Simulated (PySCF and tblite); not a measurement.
Results of a calculation; reference values are marked as such.
C5H6O2, numbered as in [CH2:1]=[CH:2][O:3][C:4](=[O:5])[CH:6]=[CH2:7].

Search: ETKDG and KDG, MMFF94s, GFN2-xTB, 150 starts; geometries at PBE0-D3(BJ)/def2-SVP. Energies: B3LYP-D3(BJ)/def2-TZVP (IEF-PCM, chloroform), with GFN2-xTB thermal terms (modes under about 100 cm⁻¹ blended into free rotors). Symmetry numbers and mirror images are counted. Conformers within 3 kcal/mol (GFN2-xTB free energy) were kept, 8 at most. Couplings: B3LYP/pcJ-1 (gas phase; spin-dipole term only for pairs with B, N, F, Si or P). Couplings are for ¹³C, ¹H, ¹⁷O. Of two unlike H on one atom, a is the less shielded (WP04/pcSseg-1 (IEF-PCM, chloroform)). Run with PySCF (density fitting) and tblite.

Torsions listed: C1–C2–O3–C4, C2–O3–C4–O5, O3–C4–C6–C7.

| conformer | shape | weight % |
| --- | --- | --- |
| 1 | 179°, -1°, -179° | 62.3 |
| 2 | 180°, 0°, 1° | 37.4 |
| 3 | 1°, 0°, 180° | 0.2 |
| 4 | 0°, 0°, 0° | 0.1 |

Task: Give the couplings in each conformer and the averages at 298.15 K (pairs that fast motion interchanges averaged).

Result: 
```csv
coupling,pairs,1,2,3,4,average (Hz)
"¹J(C1,C2)",1,91.6,91.8,83.4,83.8,91.6
"²J(C1,O3)",1,-11.0,-11.1,4.7,4.8,-10.9
"¹J(C1,H1a)",1,169.0,168.5,181.5,181.4,168.8
"¹J(C1,H1b)",1,174.9,175.1,167.2,167.2,175.0
"²J(C1,H2)",1,10.0,10.1,6.5,6.5,10.0
"¹J(C2,O3)",1,22.7,22.0,27.4,26.6,22.5
"³J(C2,O5)",1,-3.1,-3.1,-0.2,-0.2,-3.1
"²J(H1a,C2)",1,-7.5,-7.4,-6.6,-6.6,-7.5
"²J(H1b,C2)",1,9.1,9.3,6.7,7.0,9.1
"¹J(C2,H2)",1,197.2,197.4,198.0,197.8,197.2
"⁴J(C2,H6)",1,0.3,1.5,0.0,1.7,0.8
"¹J(O3,C4)",1,33.4,33.9,34.6,35.0,33.6
"²J(O3,C6)",1,-25.6,-21.1,-26.3,-21.7,-23.9
"³J(O3,C7)",1,-4.4,-1.9,-4.7,-2.0,-3.5
"³J(H1a,O3)",1,-3.6,-3.7,-2.4,-2.5,-3.6
"³J(H1b,O3)",1,-12.0,-12.3,-4.1,-4.3,-12.1
"²J(H2,O3)",1,-1.7,-1.8,-25.6,-26.1,-1.8
"³J(O3,H6)",1,-0.4,-6.2,-0.6,-6.7,-2.6
"⁴J(O3,H7b)",1,-1.6,0.0,-1.7,0.0,-1.0
"¹J(C4,O5)",1,29.1,28.6,29.6,29.1,28.9
"¹J(C4,C6)",1,82.0,82.8,81.2,82.0,82.2
"⁴J(H1b,C4)",1,0.7,0.8,-0.7,-0.7,0.8
"³J(H2,C4)",1,4.1,3.8,9.9,9.9,4.0
"²J(C4,H6)",1,3.3,6.1,3.1,6.3,4.3
"³J(C4,H7b)",1,15.3,14.5,15.4,14.3,15.0
"³J(C4,H7a)",1,8.4,8.4,8.4,8.3,8.4
"²J(O5,C6)",1,-2.2,-4.7,-2.2,-4.7,-3.1
"³J(O5,C7)",1,-1.6,-2.9,-1.6,-3.0,-2.1
"³J(O5,H6)",1,-1.7,-0.5,-1.6,-0.6,-1.2
"¹J(C6,C7)",1,76.0,73.5,76.2,73.7,75.1
"⁵J(H1a,C6)",1,0.6,0.5,0.6,0.6,0.6
"⁵J(H1b,C6)",1,1.0,1.0,1.2,1.1,1.0
"¹J(C6,H6)",1,173.3,173.9,173.0,173.3,173.5
"²J(C6,H7b)",1,0.9,0.3,0.9,0.3,0.7
"²J(C6,H7a)",1,-4.0,-3.8,-4.1,-3.8,-3.9
"²J(H6,C7)",1,0.2,-0.2,0.3,-0.1,0.1
"¹J(C7,H7b)",1,171.0,170.1,170.9,169.8,170.7
"¹J(C7,H7a)",1,172.3,172.2,172.1,171.8,172.3
"²J(H1a,H1b)",1,-0.5,-0.7,-0.7,-0.8,-0.6
"³J(H1a,H2)",1,15.6,15.6,16.6,16.6,15.6
"³J(H1b,H2)",1,7.7,7.7,9.3,9.3,7.7
"³J(H6,H7b)",1,11.4,12.0,11.3,11.9,11.6
"³J(H6,H7a)",1,18.7,19.1,18.7,19.1,18.9
"²J(H7b,H7a)",1,2.3,1.9,2.4,1.9,2.2
```
